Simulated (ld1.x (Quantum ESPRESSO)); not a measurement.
**molybdenum (Mo): variants of one TM potential**

Base potential:

```
Element                 : molybdenum (Mo)
Generator               : ld1.x (Quantum ESPRESSO) 7.5
Type                    : norm-conserving Troullier–Martins (Kleinman–Bylander form)
Functional              : PBEsol
Relativity              : scalar-relativistic
Frozen core             : [Kr]
Valence charge          : 6
Reference configuration : 4d5.5 5s0.5 5p0
Partial waves           : 5s (bound): rc 2.40 bohr; 5p (bound, empty): rc 4.10 bohr; 4d (bound): rc 2.40 bohr; 4f channel at 0.35 Ry: rc 3.80 bohr
Local potential         : all-electron potential smoothed inside 2.60 bohr (lloc = -1)
Core correction         : none
```

Cutoffs, loose and tight: the cutoffs (Ry, on a coarse ladder) from which the occupation-weighted sum of valence levels, in a spherical-Bessel basis at the reference potential, stays within 10 and 1 mRy of its value at 400 Ry. They do not see the model core or the augmentation charge, which bear on the density cutoff. Test errors are all-electron minus pseudo excitation energies from the reference, over the configurations 4d5 5s1 5p0; 4d5 5s0 5p0; 4d4 5s0 5p0; 4d4 5s2 5p0; 4d2 5s0 5p0; 4d4 5s1 5p0; 4d5 5s0.5 5p0. A dash means not determined; rows that change the core or the reference have their own tests.

```tsv
change	outcome	cutoff, loose	cutoff, tight	bound ghosts	largest test error (meV)
base	generated	35 Ry	40 Ry	none	-320
wave 4d (bound): rc 2.40 bohr becomes 4d (bound): rc 1.60 bohr	generated	45 Ry	50 Ry	none	-495
wave 4d (bound): rc 2.40 bohr becomes 4d (bound): rc 1.80 bohr	generated	40 Ry	50 Ry	none	-487
wave 4d (bound): rc 2.40 bohr becomes 4d (bound): rc 2.02 bohr	generated	40 Ry	45 Ry	none	-459
wave 4d (bound): rc 2.40 bohr becomes 4d (bound): rc 2.30 bohr	generated	35 Ry	40 Ry	none	-378
wave 4d (bound): rc 2.40 bohr becomes 4d (bound): rc 2.66 bohr	generated	30 Ry	35 Ry	none	-134
wave 4d (bound): rc 2.40 bohr becomes 4d (bound): rc 2.76 bohr	generated	30 Ry	35 Ry	none	+78
wave 4d (bound): rc 2.40 bohr becomes 4d (bound): rc 3.16 bohr	generated	21 Ry	30 Ry	none	+553
wave 4d (bound): rc 2.40 bohr becomes 4d (bound): rc 3.34 bohr	generated	21 Ry	25 Ry	none	+871
wave 4d (bound): rc 2.40 bohr becomes 4d (bound): rc 3.66 bohr	generated	18 Ry	25 Ry	none	+1478
```

Reading the sweep of the d radius (base included, trends over the rows without a ghost): The loose cutoff falls from 45 Ry at 1.6 to 18 Ry at 3.66 bohr. A larger radius leaves more room for a smooth pseudo-wave, so fewer plane waves are needed; a smaller one forces it to follow the all-electron wave where it bends sharply. The median size of the test errors (rows with all tests solved) is not monotonic: lowest 4.4 meV at 2.02 bohr, highest 29.1 meV at 2.66 bohr.
